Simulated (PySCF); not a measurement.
Computed IR spectrum (relative IR intensity) of a molecule C₂H₈ClNSi₂. Coordinates come from a ωB97X-D3(BJ)/def2-SVP optimisation. Other conformers were not sampled. Computed with PySCF with ωB97X-D3(BJ)/def2-SVP. Frequencies are harmonic and unscaled.

Lines under 2 % of the strongest are left out, and lines within 2 cm⁻¹ are merged.

| ν (cm⁻¹) | relative intensity |
|---|---|
| 304 | 2.1 |
| 541 | 22 |
| 654 | 3.9 |
| 672 | 3.7 |
| 705 | 17 |
| 738 | 23 |
| 748 | 14 |
| 775 | 21 |
| 809 | 2.7 |
| 851 | 100 |
| 907 | 28 |
| 948 | 26 |
| 960 | 21 |
| 962 | 17 |
| 968 | 69 |
| 1283 | 9.0 |
| 1352 | 5.0 |
| 1761 | 31 |
| 2222 | 35 |
| 2272 | 28 |
| 2278 | 64 |
| 2966 | 12 |

Problem. Which molecule gave these data?
(A) C[Si@H]1NC[Si@@H]1Cl
(B) C[Si@H](Cl)/C=N/[SiH3]
(C) C[Si@H](Cl)/N=C\[SiH3]
(D) [SiH3][Si]1(Cl)CNC1

Solution. B, C[Si@H](Cl)/C=N/[SiH3]
